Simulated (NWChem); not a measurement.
System: SOF anion

NWChem input:

```
start job
memory heap 200 mb stack 900 mb global 1100 mb
charge -1
geometry units angstroms noautoz
  O     -0.613576     1.252531     0.000000
  S      0.504404     0.173308     0.000000
  F     -0.333404    -1.432320     0.000000
end
basis spherical
  * library 6-31+g*
end
dft
  xc hfexch
  iterations 150
  mulliken
end
task dft energy
```

Excerpt of the output:

```
             Northwest Computational Chemistry Package (NWChem) 7.3.0
             --------------------------------------------------------

 CS  symmetry detected

                             Geometry "geometry" -> ""
                             -------------------------

 Output coordinates in angstroms (scale by  1.889725989 to convert to a.u.)

  No.       Tag          Charge          X              Y              Z
 ---- ---------------- ---------- -------------- -------------- --------------
    1 O                    8.0000    -0.60747330     1.26084505     0.00000000
    2 S                   16.0000     0.50103890     0.17189957     0.00000000
    3 F                    9.0000    -0.35075955    -1.42635039     0.00000000

 Effective nuclear repulsion energy (a.u.)      99.7800140549

      Symmetry information
      --------------------

 Group name             Cs
 Group number              2
 Group order               2
 No. of unique centers     3

  xc_inp: hfexch multiplicative factor not found.

                                 NWChem DFT Module
                                 -----------------

 Summary of "ao basis" -> "ao basis" (spherical)
 ------------------------------------------------------------------------------
       Tag                 Description            Shells   Functions and Types
 ---------------- ------------------------------  ------  ---------------------
 O                          6-31+g*                  8       18   4s3p1d
 S                          6-31+g*                 10       22   5s4p1d
 F                          6-31+g*                  8       18   4s3p1d

      Symmetry analysis of basis
      --------------------------

        a'         42
        a"         16

            General Information
            -------------------
          SCF calculation type: DFT
          Wavefunction type:  closed shell.
          No. of atoms     :     3
          No. of electrons :    34
           Alpha electrons :    17
            Beta electrons :    17
          Charge           :    -1
          Spin multiplicity:     1
          Use of symmetry is: on ; symmetry adaption is: on
          Maximum number of iterations: 150
          AO basis - number of functions:    58
                     number of shells:    26
          Convergence on energy requested:  1.00D-06
          Convergence on density requested:  1.00D-05
          Convergence on gradient requested:  5.00D-04

              XC Information
              --------------
                     Hartree-Fock (Exact) Exchange  1.000

      Superposition of Atomic Density Guess
      -------------------------------------

 Sum of atomic energies:        -571.59124804

 Renormalizing density from      33.00 to     34

      Non-variational initial energy
      ------------------------------

 Total energy =    -582.007121
 1-e energy   =   -1020.598688
 2-e energy   =     338.811552
 HOMO         =       0.174488
 LUMO         =       0.242168

      Symmetry analysis of molecular orbitals - initial
      -------------------------------------------------

  Numbering of irreducible representations:

     1 a'          2 a"

  Orbital symmetries:

     1 a'          2 a'          3 a'          4 a'          5 a'
     6 a'          7 a"          8 a'          9 a'         10 a'
    11 a'         12 a'         13 a"         14 a"         15 a'
    16 a'         17 a"         18 a'         19 a'         20 a'
    21 a"         22 a'         23 a'         24 a'         25 a"
    26 a'         27 a'

     ---------------------------------------------
      Total Density - Mulliken Population Analysis
     ---------------------------------------------

    Atom       Charge   Shell Charges
 -----------   ------   -------------------------------------------------------
    1 O    8     8.87   2.00  0.90  2.79  1.01  2.11 -0.07  0.12  0.01
    2 S   16    15.64   2.00  2.00  5.94  1.07  1.79  0.84  1.15  0.11  0.67  0.09
    3 F    9     9.49   2.00  0.91  3.14  1.06  2.26 -0.07  0.18  0.00

   convergence    iter        energy       DeltaE   RMS-Dens  Diis-err
 ---------------- ----- ----------------- --------- --------- ---------
 d= 0,ls=0.0,diis     1   -571.5328425244 -6.71D+02  3.11D-02  1.80D+00
 d= 0,ls=0.0,diis     2   -571.7295552531 -1.97D-01  9.43D-03  3.45D-01
 d= 0,ls=0.0,diis     3   -571.7693084055 -3.98D-02  2.06D-03  2.63D-02
 d= 0,ls=0.0,diis     4   -571.7723486443 -3.04D-03  1.76D-03  1.59D-03
 d= 0,ls=0.0,diis     5   -571.7729761028 -6.27D-04  5.78D-04  1.04D-04
  Resetting Diis
 d= 0,ls=0.0,diis     6   -571.7730409246 -6.48D-05  1.77D-04  2.18D-05
 d= 0,ls=0.0,diis     7   -571.7730483860 -7.46D-06  4.55D-05  3.04D-06
 d= 0,ls=0.0,diis     8   -571.7730492618 -8.76D-07  1.73D-05  1.21D-06
 d= 0,ls=0.0,diis     9   -571.7730494968 -2.35D-07  2.85D-05  2.70D-07
 d= 0,ls=0.0,diis    10   -571.7730496539 -1.57D-07  3.86D-06  9.11D-09

         Total DFT energy =     -571.773049653936
      One electron energy =     -999.446899763277
           Coulomb energy =      371.387034186053
    Exchange-Corr. energy =      -43.493198131640
 Nuclear repulsion energy =       99.780014054929

 Numeric. integr. density =        0.000000000000

                  Occupations of the irreducible representations
                  ----------------------------------------------

                     irrep           alpha         beta
                     --------     --------     --------
                     a'               13.0         13.0
                     a"                4.0          4.0

                       DFT Final Molecular Orbital Analysis
                       ------------------------------------

 Vector   15  Occ=2.000000D+00  E=-3.007453D-01  Symmetry=a'
              MO Center=  3.0D-03,  5.3D-01,  4.1D-17, r^2= 2.2D+00
   Bfn.  Coefficient  Atom+Function         Bfn.  Coefficient  Atom+Function
  ----- ------------  ---------------      ----- ------------  ---------------
    25      0.444021  2 S  px                 4      0.387145  1 O  py
     8      0.268142  1 O  py                28      0.260368  2 S  s
    43     -0.250354  3 F  px                47     -0.183809  3 F  px
    21     -0.170709  2 S  px                 3     -0.136130  1 O  px
    26     -0.125382  2 S  py                24      0.124710  2 S  s

 Vector   16  Occ=2.000000D+00  E=-2.305725D-01  Symmetry=a'
              MO Center= -4.0D-01,  6.7D-01,  4.8D-17, r^2= 2.0D+00
   Bfn.  Coefficient  Atom+Function         Bfn.  Coefficient  Atom+Function
  ----- ------------  ---------------      ----- ------------  ---------------
     3      0.435535  1 O  px                 7      0.335392  1 O  px
     4      0.282667  1 O  py                28     -0.280123  2 S  s
    44      0.246461  3 F  py                 8      0.219452  1 O  py
    48      0.210315  3 F  py                24     -0.146976  2 S  s
    26      0.137899  2 S  py                50      0.114640  3 F  s

 Vector   17  Occ=2.000000D+00  E=-1.029739D-01  Symmetry=a"
              MO Center=  2.5D-01,  4.1D-01,  7.4D-15, r^2= 2.1D+00
   Bfn.  Coefficient  Atom+Function         Bfn.  Coefficient  Atom+Function
  ----- ------------  ---------------      ----- ------------  ---------------
    27      0.609237  2 S  pz                31      0.438071  2 S  pz
     5     -0.380632  1 O  pz                 9     -0.313874  1 O  pz
    23     -0.219474  2 S  pz                13     -0.186005  1 O  pz
    35      0.138816  2 S  pz                45     -0.136098  3 F  pz
    49     -0.100327  3 F  pz                53     -0.080267  3 F  pz

 Vector   18  Occ=0.000000D+00  E= 2.293188D-01  Symmetry=a'
              MO Center=  2.2D+00,  9.3D-01, -5.8D-15, r^2= 6.8D+00
   Bfn.  Coefficient  Atom+Function         Bfn.  Coefficient  Atom+Function
  ----- ------------  ---------------      ----- ------------  ---------------
    32      1.067799  2 S  s                 33      0.965623  2 S  px
    34      0.644051  2 S  py                10     -0.601246  1 O  s
    11     -0.413825  1 O  px                29     -0.385862  2 S  px
    28     -0.302578  2 S  s                 50      0.217071  3 F  s
    30      0.136949  2 S  py                26      0.115519  2 S  py

 Vector   19  Occ=0.000000D+00  E= 2.431380D-01  Symmetry=a'
              MO Center=  1.2D+00, -1.2D-01,  2.7D-17, r^2= 1.1D+01
   Bfn.  Coefficient  Atom+Function         Bfn.  Coefficient  Atom+Function
  ----- ------------  ---------------      ----- ------------  ---------------
    34     -1.506631  2 S  py                10      1.416049  1 O  s
    33      0.845710  2 S  px                50     -0.437065  3 F  s
    28     -0.433239  2 S  s                 32     -0.390237  2 S  s
    11      0.230643  1 O  px                51     -0.206522  3 F  px
    26     -0.113965  2 S  py                 6     -0.098858  1 O  s

 Vector   20  Occ=0.000000D+00  E= 2.572632D-01  Symmetry=a'
              MO Center= -6.6D-01, -3.4D-01, -6.6D-13, r^2= 9.5D+00
   Bfn.  Coefficient  Atom+Function         Bfn.  Coefficient  Atom+Function
  ----- ------------  ---------------      ----- ------------  ---------------
    32      2.487618  2 S  s                 10     -1.923277  1 O  s
    33     -1.030342  2 S  px                50     -1.028595  3 F  s
    12      0.630269  1 O  py                29     -0.585200  2 S  px
    28      0.407496  2 S  s                 34     -0.273481  2 S  py
    52     -0.235188  3 F  py                11     -0.208850  1 O  px

     ---------------------------------------------
      Total Density - Mulliken Population Analysis
     ---------------------------------------------

    Atom       Charge   Shell Charges
 -----------   ------   -------------------------------------------------------
    1 O    8     8.81   2.00  0.91  2.78  1.02  1.94 -0.00  0.14  0.02
    2 S   16    15.66   2.00  2.00  5.98  1.32  2.56  0.59  0.85  0.08  0.13  0.16
    3 F    9     9.53   2.00  0.93  3.25  1.07  2.20 -0.08  0.16  0.01

     -------------------------------------------
      Total Density - Lowdin Population Analysis
     -------------------------------------------

    Atom       Charge   Shell Charges
 -----------   ------   -------------------------------------------------------
    1 O    8     8.99   1.99  0.89  2.68  0.73  2.03  0.18  0.45  0.05
    2 S   16    15.29   2.00  1.99  5.89  0.96  2.36  0.44  1.13  0.13  0.18  0.21
    3 F    9     9.71   1.99  0.93  3.14  0.82  2.16  0.17  0.47  0.02

     Multipole analysis of the density
     ---------------------------------

     L   x y z        total         alpha         beta         nuclear
     -   - - -        -----         -----         ----         -------
     0   0 0 0     -1.000000    -17.000000    -17.000000     33.000000

     1   1 0 0      0.901937      0.450969      0.450969      0.000000
     1   0 1 0     -0.294488     -0.147244     -0.147244      0.000000
     1   0 0 1     -0.000000     -0.000000     -0.000000      0.000000

     2   2 0 0    -20.535279    -24.687813    -24.687813     28.840346
     2   1 1 0      1.422678      1.151704      1.151704     -0.880730
     2   1 0 1     -0.000000     -0.000000     -0.000000      0.000000
     2   0 2 0    -26.114242    -69.303013    -69.303013    112.491783
     2   0 1 1     -0.000000     -0.000000     -0.000000      0.000000
     2   0 0 2    -20.684517    -10.342259    -10.342259      0.000000
```

Level: Hartree-Fock/6-31+G* (spherical d). Structure relaxed at the B3LYP/def2-SVPD level.
